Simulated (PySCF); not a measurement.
chlorobenzene (C₆H₅Cl), singlet, at a GFN2-xTB geometry. Base run: HF/STO-3G run with PySCF.

Here is a job for PySCF.
```python
from pyscf import gto, scf

mol = gto.M(
    atom='''
Cl    2.230833    0.178301    0.001666
C     0.505653    0.040415    0.000378
C    -0.270115    1.188040    0.019311
C    -1.649225    1.070452    0.018162
C    -2.244936   -0.179428   -0.001677
C    -1.458233   -1.318817   -0.020483
C    -0.077952   -1.215859   -0.019571
H     0.201293    2.158229    0.034705
H    -2.258747    1.961460    0.032865
H    -3.320984   -0.265432   -0.002481
H    -1.918469   -2.295326   -0.035985
H     0.541595   -2.098853   -0.034150
''',
    basis='sto-3g',
    charge=0,
    spin=0,
    verbose=4,
)

mf = scf.RHF(mol)
mf.kernel()
mo_i, mo_e, stable_i, stable_e = mf.stability(internal=True, external=True, return_status=True, nroots=6, tol=1e-6)
print('internally stable:', stable_i, ' externally stable:', stable_e)
if not stable_e:
    umf = mf.to_uhf() if not hasattr(mf, 'xc') else mf.to_uks()
    umf.scf_summary = {}
    umf.kernel(umf.make_rdm1(mo_e, umf.mo_occ))
```

The bond that is stretched is that between atoms 8 and 3. A test that says stable can miss a lower solution.

Variants of this job, named by their change:

```tsv
change	ΔE vs base (eV)	<S^2>	E after following the instability (Eh)	<S^2> there	HOMO-LUMO gap (eV)	stability test says
base	0.00	0.000	-681.91069	0.87	14.51	external instability
bond × 1.25	1.14	0.000	-681.86906	0.88	14.50	external instability
bond × 1.5	3.29	0.000	-681.79723	1.20	14.48	external instability
bond × 1.8	5.93	0.000	-681.72262	0.78	12.68	external instability
bond × 2.2	8.76	0.000	-681.70519	1.01	9.55	external instability
bond × 3.0	11.81	0.000	-681.70073	1.08	5.35	external instability
```

Where a bond breaks into two radicals, a solution with restricted orbitals usually stops being the lowest and lies too high; an unrestricted one lies lower at the price of spin contamination, which <S^2> shows.
